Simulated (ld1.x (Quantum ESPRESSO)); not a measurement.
# S (Z = 16): excitation energies, all-electron against ultrasoft

* Element: S
* Generator: ld1.x (Quantum ESPRESSO) 7.5
* Type: ultrasoft
* Functional: PBEsol
* Relativity: scalar-relativistic
* Frozen core: [Ne]
* Valence charge: 6
* Reference configuration: 3s1.75 3p4.25
* Partial waves: 3s (bound): rcut 1.45, rcutus 1.65 bohr; 3s channel at -0.85 Ry: rcut 1.45, rcutus 1.65 bohr; 3p (bound): rcut 1.25, rcutus 1.65 bohr; 3p channel at 0.25 Ry: rcut 1.25, rcutus 1.65 bohr; 3d channel at 0.35 Ry: rcut 1.30, rcutus 1.50 bohr
* Local potential: all-electron potential smoothed inside 1.45 bohr (lloc = -1)
* Core correction: none
* Augmentation charge: built from norm-conserving waves at rcut, not smoothed further

Energies are relative to the spin-unpolarised reference configuration 3s1.75 3p4.25; without spin polarisation the order of configurations can differ from experiment. The frozen-core shift is the all-electron ΔE with the core orbitals held at their reference shape minus the fully relaxed ΔE.

| valence configuration | charge | ΔE all-electron (eV) | error AE − PS (meV) | frozen-core shift (meV) |
| --- | --- | --- | --- | --- |
| 3s2 3p3 | +1 | 9.175 | +0.1 | +1.1 |
| 3s2 3p2 | +2 | 31.416 | +9.2 | +8.9 |
| 3s2 3p1 | +3 | 65.416 | +52 | +37 |
| 3s1 3p4 | +1 | 20.022 | +1.8 | +2.1 |
| 3s2 3p3.5 | +0.5 | 2.085 | -0.2 | +0.2 |

Task: What are ΔE and the potential's error for 3s0 3p6?

Result: ΔE = 18.121 eV all-electron; the error (AE − PS) is +2.7 meV.

Task: What are ΔE and the potential's error for 3s2 3p4?

Result: ΔE = -2.558 eV all-electron; the error (AE − PS) is +0.2 meV.

ld1.x printed “convergence not achieved” for 6 of the counted tests; their residual had stalled under 1e-8, short of the target of 1e-14.
